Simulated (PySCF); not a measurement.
Labels have come off several samples. The candidates:

A. `C(OC#C)C`
B. `F[C@H]([SiH2]OC)C(F)(F)F`
C. SMILES O=C1CCC1

Spectrum 1. ¹³C{¹H} NMR (computed): δ 133.4 (C), 91.8 (CH), 55.1 (CH3).

Spectrum 2. ¹³C{¹H} NMR (computed): δ 94.1 (C), 72.8 (CH2), 32.4 (CH), 15.8 (CH3).

Spectrum 3. ¹³C{¹H} NMR (computed): δ 213.8 (C), 48.6 (CH2), 10.1 (CH2).

Calculated, not measured (PySCF 2.14): GFN2-xTB geometry, shielding tensors at PBE0/pcSseg-1 (GIAO), B3LYP/pcJ-1 coupling constants (spin–dipole term left out of most H,H and C,H couplings). Averaged over atoms made equivalent by symmetry, fast rotation or ring inversion, no solvent, one conformer, no relativistic terms.

Shifts are taken against calculated references (same method and geometry level): ¹³C (186.93 ppm) vs TMS. Splittings of carbon signals by F and P are missing where no couplings were computed. Shifts are as computed. Against solution values, carbons near 30 ppm lie about +3 ppm off and those near 130 ppm about +5 ppm. Of 1211 compounds with measured shifts, 218 miss one by over three times the rms of a fit or turn the order of signals round; such compounds aren't used in these exercises.

Question: Match each spectrum to its structure.

Answer: 1–B, 2–A, 3–C.

- Spectrum 1 (B): 3 ¹³C signals; δC 133.4 is a CF3 carbon; δC 91.8 is an sp3 CH bonded to F and Si.
- Spectrum 2 (A): 4 ¹³C signals; δC 94.1 is an alkyne carbon; δC 72.8 is an sp3 CH2 bonded to O.
- Spectrum 3 (C): 3 ¹³C signals; δC 213.8 is a ketone carbonyl carbon; δC 48.6 is an sp3 CH2 α to a carbonyl.
